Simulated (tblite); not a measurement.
C5H6P2.
Geometry (GFN2-xTB, Å), atoms numbered from 1 in this order:
```xyz
13
C5H6P2 angstrom
C      3.0497    0.3969    0.0853
C      2.0306   -0.2012   -0.1095
C      0.7765   -0.8681   -0.3531
P     -0.4750    0.3558   -1.0578
P     -0.7355    1.5530    0.7411
C     -1.8973   -0.6662   -0.8270
C     -2.8926   -1.3407   -0.7896
H      3.9568    0.8916    0.2642
H      0.9120   -1.6688   -1.0872
H      0.3863   -1.2961    0.5757
H      0.3150    2.4045    0.4028
H     -1.6775    2.3790    0.1276
H     -3.7534   -1.9391   -0.7127
```

All values are computed: GFN2-xTB (tblite) harmonic vibrations without scaling, gas phase. This tight-binding method is rough: wavenumbers can miss measured ones by several per cent, in bad cases by 10 to 20. Modes of hydrogen on phosphorus can be 10 to 20 % off. One conformer, not necessarily the lowest.

Harmonic wavenumbers (cm⁻¹): 38.7, 83.6, 101.2, 132.3, 155.5, 192.6, 290.1, 298.1, 329.8, 385.3, 489.2, 620.7, 636.3, 641.5, 655.7, 665.2, 722.9, 735.9, 771.9, 831.7, 1001.9, 1090.9, 1122.7, 1171.6, 1398.1, 2188.0, 2250.6, 2282.9, 2315.7, 2924.7, 2937.3, 3366.8, 3400.7.

A = 2777, B = 1250, C = 951.6 MHz; mass 127.994 u (most abundant isotopes); point group C1, symmetry number 1.

Question: What is the zero-point energy?

Answer: Half the sum of the wavenumbers: 18115 cm⁻¹ = 51.79 kcal/mol.

Question: What is S at 273.15 K and 1 bar for an ideal gas of classical rigid rotors and harmonic oscillators?

Answer: Translation 40.04, rotation 28.71, vibration 26.90: S = 95.7 cal/(mol K).

Question: And Cp and H(273.15 K) − H(0)?

Answer: Cp = 34.29 cal/(mol K), of which vibrations give 26.34 (their classical limit is 33 R = 65.6); H(273.15 K) − H(0) = 6.00 kcal/mol without the zero-point energy, 3.83 from vibrations.

Question: How do the functions run with temperature in this model?

Answer: 
| T (K) | S (cal/(mol K)) | Cp (cal/(mol K)) | H − H(0) (kcal/mol) | G − H(0) (kcal/mol) | ln q(vib) |
| --- | --- | --- | --- | --- | --- |
| 150 | 78.4 | 23.8 | 2.40 | -9.36 | 3.21 |
| 250 | 92.7 | 32.5 | 5.23 | -17.94 | 5.88 |
| 298.15 | 98.7 | 36.1 | 6.88 | -22.55 | 7.12 |
| 400 | 110.2 | 42.2 | 10.89 | -33.21 | 9.66 |
| 600 | 129.0 | 50.1 | 20.17 | -57.20 | 14.23 |
| 900 | 150.8 | 57.4 | 36.39 | -99.31 | 20.16 |

q(vib) and H(0) count from the zero-point level.

Question: Blend soft modes into free rotors: weight 1/[1 + (100 cm⁻¹/ν̃)⁴] for the oscillator and the rest for a rotor with moment μB/(μ + B), μ = h/(8π²ν), B = 10⁻⁴⁴ kg m². What vibrational entropy results?

Answer: 24.73 cal/(mol K) in place of 26.90, which changes −T·S at 273.15 K by +0.59 kcal/mol.

Question: Which modes carry the vibrational entropy at 273.15 K?

Answer: 38.7 cm⁻¹: 5.15; 83.6 cm⁻¹: 3.63; 101.2 cm⁻¹: 3.26; 132.3 cm⁻¹: 2.74; 155.5 cm⁻¹: 2.44; 192.6 cm⁻¹: 2.04 cal/(mol K); the other 27 give 7.63 together.

Question: What must be added to the electronic energy to get the Gibbs energy at 273.15 K and 1 bar?

Answer: ZPE + [H(273.15 K) − H(0)] − T·S = 51.79 + 6.00 − 26.13 = 31.66 kcal/mol.

Hindered rotation and anharmonicity are outside this model. Other conformers, if any are populated, would add a mixing term that is left out. The structure is chiral; the term R ln 2 for an equal mix with its mirror image is left out.
